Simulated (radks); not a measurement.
The numbers below are computed, except where a source is named.
Problem. Species: As0.1+. Configuration: [Ar] 3d10 4s1.9 4p3 (fractional occupations, a model configuration). Level of theory: scalar-relativistic Kohn-Sham, r2SCAN, spin-unpolarised, spherical densities, finite nucleus; meta-GGA in the generalised Kohn-Sham scheme; Fermi nuclear charge, rms radius 4.0968 fm (a radial shooting solver on a logarithmic mesh with Libxc functionals). Some entries of the table are withheld. Estimate them.

orbital  occ.  eigenvalue (eV)  <r> (bohr)  <r^2> (bohr^2)
1s          2              (1)     0.04550        0.002788
2s          2        -1500.633      0.2025         0.04838
2p          6        -1313.918      0.1772         0.03846
3s          2              (2)      0.5972          0.4108
3p          6        -138.3760      0.6165          0.4463
3d         10              (3)      0.6771          0.5795
4s        1.9         -15.9247       1.950           4.381
4p          3          -6.1657       2.494           7.331

Solution. 
(1) 1s eigenvalue (eV): -11752.80
(2) 3s eigenvalue (eV): -196.8697
(3) 3d eigenvalue (eV): -42.6542
